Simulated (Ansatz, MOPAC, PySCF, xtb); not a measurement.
Constitutional and geometric isomers with formula CHNO. Isolated molecules, 0 K electronic values unless said otherwise. Strings in code marks are SMILES.

Quantity: electronic energy of isomers of CHNO relative to `N=C=O`, in kcal/mol. Semi-empirical values (MOPAC) are differences of heats of formation.

Level 1: CAM-B3LYP/cc-pVTZ // PBE0-D3(BJ)/def2-TZVP (Ansatz, a quantum-chemistry and plane-wave program)
Level 2: PBE-D3(BJ)/def2-TZVP // PBE0-D3(BJ)/def2-TZVP (PySCF)
Level 3: AM1 // PBE0-D3(BJ)/def2-TZVP (MOPAC)
Level 4: GFN2-xTB (xtb)

```json
[
 {"species": "`N#CO`", "level 1": "27.6", "level 2": "30.8", "level 3": "10.1", "level 4": "27.6"}
]
```
